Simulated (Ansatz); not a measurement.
Consider the formal loss of a carbene: `[SiH3][SiH2][CH2][InH2]` → `[CH2]` (triplet) + `[SiH3][SiH2][InH2]`.

Isolated molecules relaxed with PBE0-D4/def2-TZVP in Ansatz; ΔE leaves out vibrations. CBS: MP2 limit from def2 TZ/QZ plus the TZ coupled-cluster correction, frozen cores. This one scheme is used for every species. Functionals use def2-TZVPP. Triplets are unrestricted, without spin–orbit coupling. Elements past krypton have def2 core potentials. For In outer-core shells are correlated without core-valence functions, which leaves a few kJ/mol of doubt a bond. Each species was taken in one conformer, which may not be the lowest.

`[SiH3][SiH2][CH2][InH2]`:

Cartesian coordinates in Å:
```
Si -1.172 -0.252 -1.436
Si -0.632 -1.112 0.674
C 0.332 0.250 1.494
In 1.672 1.121 0.009
H 0.087 0.479 -1.852
H -2.235 0.789 -1.401
H -1.470 -1.223 -2.520
H -1.847 -1.583 1.400
H 0.244 -2.295 0.439
H -0.329 1.038 1.863
H 0.914 -0.138 2.335
H 2.932 0.133 -0.631
H 1.503 2.793 -0.374
```

`[CH2]` (triplet):

```xyz
3

C    -0.061    0.237   -0.128
H     0.753    0.341    0.573
H    -0.692   -0.578   -0.445
```

`[SiH3][SiH2][InH2]`:

```xyz
10

Si   -1.708    0.589    0.226
Si    0.126   -0.230   -0.973
In    2.131   -0.572    0.599
H    -2.892    0.816   -0.647
H    -1.349    1.878    0.879
H    -2.087   -0.378    1.293
H    -0.281   -1.501   -1.638
H     0.448    0.756   -2.045
H     2.456   -2.117    1.303
H     3.156    0.759    1.004
```

| level | ΔE (kcal/mol) |
| --- | --- |
| BLYP-D4 | 99.9 |
| PBE-QIDH | 101.6 |
| PBE | 99.9 |
| CAM-B3LYP | 99.1 |
| MP2/def2-SVP | 98.8 |
| HF/def2-TZVPP | 63.7 |
| HF/CBS(def2) | 64.0 |
| CCSD/CBS(def2) | 101.5 |

Problem. What does CCSD(T)/CBS give? (Estimate.)

Solution. Computed: +105.0 kcal/mol. The listed levels differ from it by -5.1, -3.4, -5.1, -5.9, -6.2, -41.3, -41.0, -3.5 kcal/mol.

Largest T1 diagnostic among the species: 0.014.

From r2SCAN to r2SCAN0 (25 % exact exchange), in def2-TZVPP and without D4, ΔE moves by −1.4 kcal/mol. In def2-TZVPP, CCSD(T) changes the Hartree–Fock value by +37.3 kcal/mol (the triples alone add +3.4 kcal/mol) and MP2 by +42.0 kcal/mol. The D4 term adds +4.3 kcal/mol with B3LYP and +2.3 kcal/mol with PBE0; it sums over pairs of atoms, weighted by their polarisabilities, and B3LYP, whose exchange is more repulsive, gets the larger term.

CCSD(T)/CBS has its own doubt, a few kJ/mol and more with outer-core shells, so smaller differences from it don't rank the levels.

B3LYP here is the variant with VWN-RPA as its local correlation; programs differ in this.
